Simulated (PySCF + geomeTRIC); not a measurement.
Species: C5H13GaO, SMILES `C[CH2][Ga]([CH2]C)[O]C` (charge 0, multiplicity 1).

Task: Give a relaxed geometry from PBE0-D3(BJ)/def2-SVP (PySCF + geomeTRIC).

Result: Several could match; the one computed here: the end point of this relaxation, one of several conformers (outside a Z-matrix the atoms follow the SMILES, hydrogens last).
Z-matrix (Å, degrees):
```
Ga
O 1 1.7942
C 2 1.3892 1 131.84
H 3 1.1059 2 114.04 1 -5.11
H 3 1.1064 4 107.09 2 122.63
H 3 1.1068 4 107.09 5 114.26
C 1 1.9688 2 110.80 3 179.84
H 7 1.1037 1 106.70 2 -54.02
H 7 1.1039 8 104.94 1 -112.99
C 7 1.5251 8 111.14 9 -120.13
H 10 1.1021 7 112.00 8 178.45
H 10 1.1022 11 106.64 7 -122.84
H 10 1.1028 11 106.86 12 -113.99
C 1 1.9779 2 122.79 3 -0.23
H 14 1.1054 1 105.35 2 126.93
H 14 1.1056 15 104.32 1 -110.56
C 14 1.5243 15 110.59 16 -118.85
H 17 1.1011 14 111.96 15 177.42
H 17 1.1011 18 106.95 14 -122.98
H 17 1.1030 18 106.95 19 -114.28
```
